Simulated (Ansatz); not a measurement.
`SB(Cl)Br`, relaxed with RKS PBE0-D4/def2-TZVP in the Gaussian-basis code of Ansatz from a PBE-D4/def2-SVP geometry. The force threshold is 0.005 eV/Å; the program also tests the step.

The species carries charge 0 and has multiplicity 1.

Start:

```xyz
5

S     1.287   -0.569   -0.341
B    -0.439   -0.177   -0.013
Cl   -1.628   -1.438   -0.316
Br   -1.009    1.540    0.644
H     1.788    0.644    0.026
```

Task: By how much does the energy fall, and how many steps does the optimiser take? (Estimate.)

Result: Computed: 0.01 eV, in 4 steps, 1 of them rejected.

Task: Which bonds change most? (Estimate.)

Result: Ansatz gave: S1–H5 from 1.363 to 1.343 Å; B2–Cl3 from 1.760 to 1.743 Å; S1–B2 from 1.800 to 1.784 Å; B2–Br4 from 1.926 to 1.912 Å.

Task: Give the relaxed structure. (Best estimate.)

Result: The calculation gave: 
```xyz
5

S     1.278   -0.561   -0.336
B    -0.434   -0.177   -0.013
Cl   -1.614   -1.424   -0.314
Br   -1.004    1.527    0.639
H     1.775    0.634    0.023
```
